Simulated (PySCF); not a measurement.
A GIAO shielding run with PySCF 2.14 (density fitting, non-relativistic, gas phase) on `CCS[C@@H]1C[Si@H]1CC`, C6H14SSi:

```
$ OMP_NUM_THREADS=1 python probes_run.py task.json out

{"job": {"kind": "nmr", "xc": "PBE0", "basis": "pcSseg-1"}, "charge": 0, "multiplicity": 1}
C      3.725924    -0.288351    -0.269724
C      3.065822     0.757169     0.607447
S      1.655435     0.088359     1.567238
C      0.456726    -0.189925     0.264675
C     -0.137984     1.056040    -0.411493
Si    -1.376759     0.093523     0.633507
C     -2.639067    -1.040081    -0.207042
C     -3.990787    -0.360183    -0.392171
H      4.601893     0.135519    -0.757367
H      4.035461    -1.142328     0.328701
H      3.039415    -0.635291    -1.039135
H      3.756904     1.129056     1.363074
H      2.691986     1.596041     0.019939
H      0.777187    -0.988977    -0.392770
H     -0.150116     1.035259    -1.493958
H      0.236709     1.999689    -0.038653
H     -1.722430     0.644752     1.932973
H     -2.261973    -1.362855    -1.178640
H     -2.777906    -1.942614     0.389885
H     -3.896984     0.516112    -1.028718
H     -4.393457    -0.040299     0.565953
H     -4.706411    -1.041228    -0.849931
```

Hardware: 1 thread of an Arm Neoverse V1, shared host. The job also computes population analyses, field gradients, ring-centre shieldings.

Question: How large is the calculation?

Answer: 80 electrons, 220 basis functions and 1184 auxiliary functions.

Question: How long does it take, and how much memory does it need?

Answer: 51 s of wall time, with 14 SCF cycles and 5 response iterations; peak memory 1 GiB. Times on a shared host scatter by some tens of per cent.
